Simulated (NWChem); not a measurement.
Species: TaNHCl₃; SMILES [NH]=[Ta]([Cl])([Cl])[Cl]

Computed with NWChem. Geometry: optimised at PBE0/def2-SVP. No frequency run checked for a minimum. def2 effective core potentials on Ta; no spin-orbit coupling. Level B3LYP/def2-SVP: energy and gradient on several grids; changes count from the extra-fine grid, which is no exact limit either.

**Question.** Which is the coarsest grid (xfine; coarse; fine; medium; xcoarse) from which on the energy stays within 50 μHa and each gradient component within 100 μHa/bohr of xfine?

**Answer.** medium.
```tsv
grid	size of the energy change (μHa)	largest change of a gradient component (μHa/bohr)
xcoarse	600	3000
coarse	< 10	400
medium	< 10	40
fine	< 10	< 30
xfine	< 10	< 30
```
